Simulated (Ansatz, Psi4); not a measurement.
C2H3BrO (acetyl bromide): from total energies to a heat of formation

C2H3BrO has 7 atoms, charge 0, and is taken as a singlet. As SMILES, `CC(=O)Br`. Geometry: relaxed at PBE0-D4/def2-TZVP.

Total energies at CCSD/6-31G* (spherical functions), 12 core orbitals frozen (Psi4 1.11); the atoms run unrestricted:

| species | state | energy (Eh) |
| --- | --- | --- |
| C2H3BrO | singlet | -2725.146054 |
| C | triplet | -37.750357 |
| O | triplet | -74.893910 |
| Br | doublet | -2572.315838 |
| H | doublet | -0.498233 |

Harmonic wavenumbers at PBE0-D4/def2-TZVP, in cm⁻¹: 137, 301, 353, 504, 582, 963, 1033, 1109, 1378, 1452, 1453, 1923, 3071, 3153, 3175.

Measured heats of formation of the gaseous atoms at 298.15 K, in kJ/mol: C 716.9, O 249.2, Br 111.9, H 218.0. Spin-orbit lowering of the atoms at 298 K (mean of the ground term's levels less their thermal mean, from spectra), in kJ/mol: C 0.02, O 0.40, Br 14.69. Take 1 Eh = 2625.50 kJ/mol, 1 cm⁻¹ = 0.0119627 kJ/mol, RT = 2.479 kJ/mol.

What heat of formation follows?


1. Electronic atomisation energy: 2 × (-37.750357) + (-74.893910) + (-2572.315838) + 3 × (-0.498233) − (-2725.146054) = 0.940893 Eh = 2470.3 kJ/mol.
2. Zero-point energy: half the sum of the wavenumbers, 10293.5 cm⁻¹ = 123.1 kJ/mol.
3. Thermal vibrational enthalpy, Σ hcν̃/(exp(hcν̃/kT) − 1): 5.1 kJ/mol. Translation, rotation and pV of a non-linear molecule: 4 RT = 9.9 kJ/mol.
4. The 7 free atoms carry 5/2 RT each: 43.4 kJ/mol.
5. Spin-orbit coupling lowers the free atoms by 2 × 0.02 + 0.40 + 14.69 = 15.1 kJ/mol.
6. Atomisation enthalpy at 298 K: 2470.3 − 15.1 − 123.1 − 5.1 − 9.9 + 43.4 = 2360.5 kJ/mol.
7. Sum of the atoms' heats of formation: 2448.9 kJ/mol. Heat of formation: 2448.9 − 2360.5 = +88.4 kJ/mol.

The tabulated value is -190.4 kJ/mol (CRC Handbook of Chemistry and Physics), so this level is off by +278.8 kJ/mol, or 10.6 % of the atomisation enthalpy that the table implies (2639.2 kJ/mol). Coupled cluster needs large bases for atomisation: in a finite one the molecule is underbound. Relativity is left out. CCSD also lacks the triples, which bind further. A double-zeta basis underbinds. Anharmonicity and any spin-orbit splitting of the molecule are left out, and so is core correlation.
